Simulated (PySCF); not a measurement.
Species: C₃H₅NOSi.
InChI=1S/C3H5NOSi/c1-2-5-6-3-4/h2H,1,6H2

Torsions of this conformer, `[CH2:1]=[CH:2][O:3][SiH2:4][C:5]#[N:6]`: C1–C2–O3–Si4 -161°, C2–O3–Si4–C5 -46°.

The closed-shell ground state was solved at several levels (PySCF, density fitting, gas phase, non-relativistic). Geometry: PBE0-D3(BJ)/def2-SVP, one conformer, isolated molecule.

```json
{"level": "PBE0/6-311+G(2d,p)", "basis functions": "200", "HOMO (eV)": "-7.37", "LUMO (eV)": "-1.35", "gap (eV)": "6.02", "dipole (D)": "2.77"}
{"level": "PBE0/6-31G*", "basis functions": "98", "HOMO (eV)": "-7.06", "LUMO (eV)": "-0.93", "gap (eV)": "6.13", "dipole (D)": "2.54"}
{"level": "PBE0/IGLO-III", "basis functions": "269", "HOMO (eV)": "-7.37", "LUMO (eV)": "-1.27", "gap (eV)": "6.10", "dipole (D)": "2.77"}
{"level": "PBE0/def2-SVP", "basis functions": "113", "HOMO (eV)": "-7.26", "LUMO (eV)": "-1.01", "gap (eV)": "6.25", "dipole (D)": "2.50"}
{"level": "PBE0/def2-TZVP", "basis functions": "222", "HOMO (eV)": "-7.36", "LUMO (eV)": "-1.27", "gap (eV)": "6.09", "dipole (D)": "2.72"}
{"level": "PBE0/cc-pVTZ", "basis functions": "254", "HOMO (eV)": "-7.32", "LUMO (eV)": "-1.19", "gap (eV)": "6.13", "dipole (D)": "2.69"}
{"level": "PBE0/6-31G", "basis functions": "68", "HOMO (eV)": "-6.99", "LUMO (eV)": "-0.96", "gap (eV)": "6.03", "dipole (D)": "2.44"}
{"level": "PBE0/pcSseg-0", "basis functions": "68", "HOMO (eV)": "-7.25", "LUMO (eV)": "-1.14", "gap (eV)": "6.11", "dipole (D)": "2.53"}
{"level": "PBE0/STO-3G", "basis functions": "39", "HOMO (eV)": "-4.33", "LUMO (eV)": "3.45", "gap (eV)": "7.78", "dipole (D)": "2.68"}
```

Question: What might PBE0/aug-cc-pVDZ (187 basis functions) give for the same quantities?

Answer: HOMO -7.34 eV, LUMO -1.27 eV, gap 6.07 eV, dipole 2.79 D.

Question: How much does the basis alone move the frontier levels among the 10 PBE0 rows (the withheld one included)?

Answer: The HOMO by 3.04 eV and the LUMO by 4.80 eV. By rising basis size (HOMO, LUMO in eV): STO-3G -4.33, 3.45; 6-31G -6.99, -0.96; pcSseg-0 -7.25, -1.14; 6-31G* -7.06, -0.93; def2-SVP -7.26, -1.01; aug-cc-pVDZ -7.34, -1.27; 6-311+G(2d,p) -7.37, -1.35; def2-TZVP -7.36, -1.27; cc-pVTZ -7.32, -1.19; IGLO-III -7.37, -1.27.

Question: How far do the dipole and the HOMO energy spread over the levels?

Answer: The dipole runs from 2.44 to 2.79 D (mean 2.64 D) and the HOMO from -7.37 to -4.33 eV.
